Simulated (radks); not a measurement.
Spherical quantum dot in the effective-mass picture: electrons in a well V = -V0 / (1 + exp((r - R)/a)) with V0 = 5.88, R = 8.52, a = 0.97, all in effective atomic units (hartree* = m*/eps^2 hartree, bohr* = eps/m* bohr), one dielectric constant everywhere. Method: non-relativistic Kohn-Sham, LDA (Slater exchange, Perdew-Wang correlation), spin-polarised, spherical densities; computed with a radial shooting solver with Libxc functionals. Levels are named by radial order and angular momentum (1s, 1p, 1d, 2s, ...), and open shells are averaged over m. Each electron was tried in the lowest free levels, single moves between levels near the top were tried too, and the lowest total energy was kept; such a search can miss a lower state. At N = 1 the Hartree and exchange-correlation terms need not cancel, so that row can carry a self-interaction error.

N        open shells  2S  E (hartree*)  mu = E(N) - E(N-1) (hartree*)  addition energy mu(N+1) - mu(N) (hartree*)  e(HOMO) (hartree*)
1   1s(up 1, down 0)   1      -5.72320                        -5.7232                                      0.2378             -5.6243
2               none   0      -11.2086                        -5.4854                                      0.2929             -5.3887
3   1p(up 1, down 0)   1      -16.4011                        -5.1925                                      0.1798             -5.1031
4   1p(up 2, down 0)   2      -21.4139                        -5.0127                                      0.1806             -4.9223
5   1p(up 3, down 0)   3      -26.2460                        -4.8322                                      0.2164             -4.7423
6   1p(up 3, down 1)   2      -30.8618                        -4.6157                                      0.1694             -4.5313
7   1p(up 3, down 2)   1      -35.3081                        -4.4463                                      0.1700             -4.3612
8               none   0      -39.5844                        -4.2763                                      0.2708             -4.1915
9   1d(up 1, down 0)   1      -43.5898                        -4.0055                                      0.1622             -3.9243
10  1d(up 2, down 0)   2      -47.4331                        -3.8433                                      0.1617             -3.7623
11  1d(up 3, down 0)   3      -51.1147                        -3.6816                                      0.1609             -3.6010
12  1d(up 4, down 0)   4      -54.6354                        -3.5207                                      0.1601             -3.4405
13  1d(up 5, down 0)   5      -57.9960                        -3.3606                                      0.1935             -3.2809
14  1d(up 5, down 1)   4      -61.1632                        -3.1671                                      0.1550             -3.0896
15  1d(up 5, down 2)   3      -64.1752                        -3.0121                                      0.1547             -2.9347
16  1d(up 5, down 3)   2      -67.0326                        -2.8573                                      0.1543             -2.7801
17  1d(up 5, down 4)   1      -69.7356                        -2.7031                                      0.1537             -2.6261
18              none   0      -72.2850                        -2.5493                                      0.2634             -2.4727
19  1f(up 1, down 0)   1      -74.5708                        -2.2859                                      0.1495             -2.2110
20  1f(up 2, down 0)   2      -76.7072                        -2.1363                                      0.1491             -2.0617
21  1f(up 3, down 0)   3      -78.6944                        -1.9873                                      0.1486             -1.9129
22  1f(up 4, down 0)   4      -80.5331                        -1.8387                                      0.1481             -1.7646
23  1f(up 5, down 0)   5      -82.2237                        -1.6906                                      0.1476             -1.6167
24  1f(up 6, down 0)   6      -83.7668                        -1.5430                                           -             -1.4694

All shells are closed at N = 2, 8, 18 (there: 1s2 1p6 1d10); the second difference of the energy has clear peaks (12 % above both neighbours; the first and last values, which can be the largest, are not judged, and half-filled shells can peak too) at N = 2, 5, 8, 13, 18.
